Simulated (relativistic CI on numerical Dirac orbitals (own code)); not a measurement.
## A ladder of approximations for the levels of N³⁺

Calculated with a relativistic CI code on KLI orbitals (one set per configuration, finite nucleus), adding one ingredient at a time: step 1, Dirac-Coulomb, each configuration alone; step 2, with Breit and QED terms; step 3, with configuration mixing; step 4, with scaled Slater integrals (0.85); step 5, with a P86 correlation estimate; step 6, tied to the ionisation limit. P86 is a density functional for the correlation energy, evaluated here for each configuration and added to its levels. Step 6 is semi-empirical: configurations made of the next ion and one excited electron move by 783 cm⁻¹, so that their limit matches the tabulated ionisation energy, and those with a non-penetrating f or g electron also take the P86 value of the least penetrating other one.

CI space (outside the closed core 1s2): 2s², 2s2p, 2p², 2s3s, 2s3p, 2s3d, 2p3s, 2p3p, 2s4s, 2p3d, 2s4p, 2s4d, 2s4f, 2s5s, 2s5p, 2s5d.

Computed minus measured energy above the ground level, in cm⁻¹, for 26 of the 54 excited levels that pair in every step (one J of a term; a digit in brackets numbers repeated terms):

| Configuration | Term | J | Measured | Step 1 | Step 2 | Step 3 | Step 4 | Step 5 | Step 6 |
| --- | --- | --- | --- | --- | --- | --- | --- | --- | --- |
| 2s2p | 3P° | 0 | 67209 | -16883 | -16882 | 646 | -811 | 296 | 1078 |
| 2s2p | 1P° | 1 | 130694 | -5559 | -5588 | 8622 | -3181 | -2055 | -1278 |
| 2p² | 3P | 0 | 175535 | -15575 | -15605 | 2359 | -386 | 1768 | 1768 |
| 2p² | 1D | 2 | 188882 | -7129 | -7197 | 6252 | 1509 | 3676 | 3685 |
| 2s3s | 3S | 1 | 377285 | -16307 | -16361 | -1123 | -4223 | -1239 | -469 |
| 2s3s | 1S | 0 | 388855 | -13696 | -13748 | -757 | -5565 | -2558 | -1802 |
| 2s3p | 1P° | 1 | 404522 | -10784 | -10847 | 121 | -2950 | 439 | 1176 |
| 2s3p | 3P° | 0 | 405972 | -17074 | -17127 | -682 | -4448 | -1096 | -322 |
| 2s3d | 3D | 1 | 420046 | -16723 | -16789 | -54 | -3739 | -998 | -225 |
| 2s3d | 1D | 2 | 429160 | -16955 | -17025 | 2617 | -3281 | -543 | 227 |
| 2p3s | 3P° | 0 | 465292 | -17431 | -17487 | 296 | -3774 | 351 | 353 |
| 2p3s | 1P° | 1 | 473029 | -18950 | -19038 | 2395 | -3356 | 774 | 868 |
| 2p3p | 1P | 1 | 480884 | -17836 | -17928 | 65 | -2915 | 1477 | 1477 |
| 2p3p | 3D | 2 | 484595 | -18606 | -18691 | 530 | -3244 | 1126 | 1137 |
| 2s4s | 1S | 0 | 495058 | -14063 | -14125 | -1091 | -5495 | -670 | -49 |
| 2p3d | 3F° | 2 | 495406 | -14666 | -14745 | 604 | -2242 | 2143 | 2024 |
| 2s4p | 3P° | 2 | 503680 | -16619 | -16687 | -1060 | -5087 | -364 | 159 |
| 2p3d | 3D° | 1 | 505554 | -17728 | -17820 | 174 | -4270 | -239 | -238 |
| 2s4p | 1P° | 1 | 507028 | -18276 | -18343 | 954 | -4172 | 698 | 1366 |
| 2s4d | 1D | 2 | 514648 | -18518 | -18587 | 611 | -4470 | -135 | 646 |
| 2s4f | 3F° | 2 | 516553 | -21407 | -21475 | -851 | -5752 | 1478 | 268 |
| 2s5s | 3S | 1 | 544813 | -19310 | -19376 | -1219 | -5546 | -144 | 638 |
| 2s5s | 1S | 0 | 546731 | -19094 | -19159 | 1627 | -3963 | 1380 | 2129 |
| 2s5p | 1P° | 1 | 550233 | -18694 | -18762 | 196 | -4564 | 889 | 1663 |
| 2s5d | 3D | 3 | 552791 | -19395 | -19465 | -1467 | -5769 | -678 | 105 |
| 2s5d | 1D | 2 | 554301 | -19168 | -19237 | -426 | -5166 | -86 | 696 |

Mean absolute errors in cm⁻¹, over all paired levels and for the first 12 configurations:

| Configuration, levels | Step 1 | Step 2 | Step 3 | Step 4 | Step 5 | Step 6 |
| --- | --- | --- | --- | --- | --- | --- |
| all, 54 | 17165 | 17237 | 1547 | 3655 | 987 | 881 |
| 2s2p, 4 | 14036 | 14061 | 2637 | 1407 | 732 | 1125 |
| 2p², 5 | 14994 | 15046 | 5227 | 931 | 1805 | 1808 |
| 2s3s, 2 | 15001 | 15055 | 940 | 4894 | 1898 | 1136 |
| 2s3p, 4 | 15498 | 15558 | 542 | 4078 | 934 | 540 |
| 2s3d, 3 | 16800 | 16869 | 909 | 3586 | 847 | 226 |
| 2p3s, 4 | 17795 | 17874 | 819 | 3670 | 456 | 481 |
| 2p3p, 8 | 17757 | 17848 | 1711 | 3432 | 1060 | 1089 |
| 2s4s, 1 | 14063 | 14125 | 1091 | 5495 | 670 | 49 |
| 2p3d, 10 | 17947 | 18047 | 980 | 3642 | 1078 | 971 |
| 2s4p, 4 | 17052 | 17117 | 1036 | 4860 | 446 | 465 |
| 2s4d, 1 | 18518 | 18587 | 611 | 4470 | 135 | 646 |
| 2s4f, 3 | 21415 | 21484 | 848 | 5750 | 1477 | 268 |

Measured levels: Moore, Selected Tables of Atomic Spectra, NSRDS-NBS 3, section 4.

The mean absolute error is lowest at step 6 (881 cm⁻¹), and the largest single drop is from step 2 to 3 (17237 to 1547). Mixing lowers the ground level by 17993, with 2p² as its largest admixture; relative to it the configurations that move most are 2s4f by +20636, 2p² by +20273, 2p3p by +19559. Configurations whose own partners of that kind are not in the list rise by much of that lowering, so a short list can trade one imbalance for another. The P86 estimate moves 2s4f by +7227, 2s5p by +5453, 2s5s by +5372, and takes the mean absolute error of the excited configurations from 3655 to 987. Step 6 takes that error from 987 to 881; the error more than halves for 2s3d, 2s4s; 2s4f gains from the shift and the changed P86 value together; it grows for 2s4d, 2s5s, 2s5p. The shift fits the limit, so it does little for low levels whose errors differ from those near the limit.
